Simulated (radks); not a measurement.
Values are calculated unless marked as measured or tabulated.
Problem. Species: the lead ion Pb26+. Configuration: [Kr] 4d10 4f9 5p1 (not the ground configuration). Code: a radial shooting solver on a logarithmic mesh with Libxc functionals. Model: Dirac Kohn-Sham, PBE, spin-unpolarised, spherical densities, finite nucleus; open shells fill j = l - 1/2 first; Fermi nuclear charge, rms radius 5.5012 fm. Some entries of the table are withheld. Estimate them.

| orbital | occ. | eigenvalue (eV) | <r> (bohr) |
|---|---|---|---|
| 1s1/2 | 2 | -88718.34 | 0.01606 |
| 2s1/2 | 2 | -16510.08 | 0.06692 |
| 2p1/2 | 2 | (1) | 0.05487 |
| 2p3/2 | 4 | (2) | 0.06379 |
| 3s1/2 | 2 | -4561.600 | 0.1737 |
| 3p1/2 | 2 | -4282.674 | 0.1641 |
| 3p3/2 | 4 | -3792.320 | 0.1803 |
| 3d3/2 | 4 | -3332.229 | 0.1566 |
| 3d5/2 | 6 | -3227.795 | 0.1615 |
| 4s1/2 | 2 | -1601.964 | 0.3756 |
| 4p1/2 | 2 | (3) | 0.3750 |
| 4p3/2 | 4 | (4) | 0.4055 |
| 4d3/2 | 4 | -1152.674 | 0.4031 |
| 4d5/2 | 6 | -1127.593 | 0.4121 |
| 4f5/2 | 6 | -871.8858 | 0.3986 |
| 4f7/2 | 3 | -865.5210 | 0.4026 |
| 5p1/2 | 1 | -716.9312 | 0.7388 |
| 5p3/2 | 0 | -676.1800 | 0.7830 |

Solution. 
(1) 2p1/2 eigenvalue (eV): -15894.12
(2) 2p3/2 eigenvalue (eV): -13704.39
(3) 4p1/2 eigenvalue (eV): -1480.177
(4) 4p3/2 eigenvalue (eV): -1351.811
